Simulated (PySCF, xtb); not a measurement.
Ga(H)(OH)2 (GaH3O2), SMILES [OH][GaH][OH]. One conformer was computed; it need not be the lowest.

Harmonic wavenumbers (cm⁻¹) from xtb 6.7.1 with GFN2-xTB at its own minimum, in rising order: 148, 298, 324, 369, 371, 472, 550, 586, 633, 1906, 3638, 3681.

**Question.** What does PBE-D3(BJ)/def2-TZVP (PySCF) give at its own minimum? (The exact figures need the calculation; the answer reports its results.)

**Answer.** 180, 341, 373, 485, 544, 651, 678, 823, 861, 1985, 3720, 3738. Paired by order, the mean absolute difference is 117 cm⁻¹ and the zero-point energies are 18.5 and 20.6 kcal/mol.
